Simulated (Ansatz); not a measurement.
Computed with Ansatz on PBE0-D4/def2-TZVP structures; ΔE is electronic, products minus reactants. CBS: MP2 limit from def2 TZ/QZ plus the TZ coupled-cluster correction, frozen cores. Functionals use def2-TZVPP. For Ge, Se outer-core shells are correlated without core-valence functions, which leaves a few kJ/mol of doubt a bond. Scalar relativity is left out up to krypton. Each species was taken in one conformer, which may not be the lowest.

Reaction (ligand exchange at the Si–N bond): `[SiH3][SiH2][NH][GeH3]` + `B[SeH]` → `B[Se][SiH2][SiH3]` + `[NH2][GeH3]`

```json
{"level": "BLYP", "ΔE (kJ/mol)": "-4.2"}
{"level": "MP2/def2-TZVPP", "ΔE (kJ/mol)": "-8.1"}
```

Task: What does CCSD(T)/CBS give? (Best estimate.)

Result: The calculation gave: -8.7 kJ/mol. The listed levels differ from it by 4.5, 0.6 kJ/mol.

Largest T1 diagnostic among the species: 0.014.

At CCSD(T), def2-SVP lies +8.4 kJ/mol from the extrapolated value and def2-TZVPP +4.7 kJ/mol. Leaving LDA and LC-ωPBE aside and taking each functional with its dispersion term where it has one, the values, not all of them listed here, spread over 16.2 kJ/mol, from PBE-D4 to CAM-B3LYP-D4. LDA lies +5.7 kJ/mol from PBE without D4. In def2-TZVPP, CCSD(T) changes the Hartree–Fock value by −7.1 kJ/mol (the triples alone add −2.1 kJ/mol) and MP2 by −11.2 kJ/mol.
